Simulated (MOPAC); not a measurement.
Spectroscopic constants of YF, closed-shell singlet (the spin of the measured ground state). No spin–orbit coupling.

Constants: fifth-degree fit in 1/R to seven points, most abundant isotopes. Runs in def2 and cc sets follow the lowest solution found near the PBE0 minimum. The singlet is held restricted.

The state that PM6 reach isn't checked.

The values were computed with MOPAC for PM6 (differences of heats of formation). 

Energies at PM6:

| R (Å) | E (hartree) |
|---|---|
| 1.787278 | -0.02317739 |
| 1.835323 | -0.03495122 |
| 1.879525 | -0.04200372 |
| 1.929492 | -0.04633254 |
| 1.979459 | -0.04746443 |
| 2.037113 | -0.04557984 |
| 2.104376 | -0.04004834 |

**Question.** With a reduced mass of 15.6534 u, find the minimum, the force constant and the constants.

**Answer.** A fifth-degree polynomial in 1/R puts the minimum at r_e = 1.9745 Å with force constant 462 N/m. Then ω_e = (1/2πc)√(k/μ) = 707 cm⁻¹ and B_e = h/(8π²cμr_e²) = 0.2762 cm⁻¹; the cubic and quartic terms give α_e = 0.0012 and ω_e x_e = 2.3 cm⁻¹.
